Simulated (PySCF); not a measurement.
C₃H₉NOSi, SMILES CN1C[SiH](O)C1. Atoms are numbered in the order given.

```xyz
15

C     -2.4869     0.3074     0.0000
N     -1.0447     0.3419     0.0000
C     -0.3634    -0.2744    -1.1564
Si     1.1290    -0.4536     0.0000
O      2.2392     0.7870     0.0000
C     -0.3634    -0.2744     1.1564
H     -2.8895    -0.7334     0.0000
H     -2.8781     0.8236     0.8920
H     -2.8781     0.8236    -0.8920
H     -0.3470     0.3669    -2.0552
H     -0.8008    -1.2617    -1.4441
H      1.9532    -1.6908     0.0000
H      1.8628     1.6758     0.0000
H     -0.3470     0.3669     2.0552
H     -0.8008    -1.2617     1.4441
```
Charge 0, spin multiplicity 1.

The structure is a stationary point at r2SCAN-D4/def2-SVP. This is a generated structure with no PubChem entry under its InChIKey; it may be hypothetical. The values are those of a single conformer.

Two levels are set side by side: PBE/pcSseg-1 (PySCF) and PBE0/pcSseg-1 (PySCF). GIAO shifts against H2O (¹⁷O), NH3 (¹⁵N), TMS (²⁹Si), TMS (¹H), TMS (¹³C) at the same level; non-relativistic, no solvent, atoms listed together averaged. Differences are taken from unrounded values.

| quantity | PBE0 |
|---|---|
| δ(¹³C) of C1 (ppm) | 52.6 |
| δ(¹⁵N) of N2 (ppm) | 43.8 |
| δ(¹³C) of C3, C6 (ppm) | 58.7 |
| δ(²⁹Si) of Si4 (ppm) | -2.1 |
| δ(¹⁷O) of O5 (ppm) | 25.4 |
| δ(¹H) of H12 (ppm) | 5.44 |
| δ(¹H) of H13 (ppm) | 1.84 |

What does PBE give, and how far is it from PBE0? (Estimate from the structure and the level; the computed values follow.)


```json
[
 {"quantity": "δ(¹³C) of C1 (ppm)", "PBE": "54.1", "PBE minus PBE0": "1.6"},
 {"quantity": "δ(¹⁵N) of N2 (ppm)", "PBE": "55.1", "PBE minus PBE0": "11.3"},
 {"quantity": "δ(¹³C) of C3, C6 (ppm)", "PBE": "61.7", "PBE minus PBE0": "3.0"},
 {"quantity": "δ(²⁹Si) of Si4 (ppm)", "PBE": "-3.3", "PBE minus PBE0": "-1.2"},
 {"quantity": "δ(¹⁷O) of O5 (ppm)", "PBE": "33.9", "PBE minus PBE0": "8.5"},
 {"quantity": "δ(¹H) of H12 (ppm)", "PBE": "5.63", "PBE minus PBE0": "0.19"},
 {"quantity": "δ(¹H) of H13 (ppm)", "PBE": "1.71", "PBE minus PBE0": "-0.14"}
]
```

Rough cost on one machine, each run with all the roots and properties that it gave: PBE0 against PBE within a factor of 2.
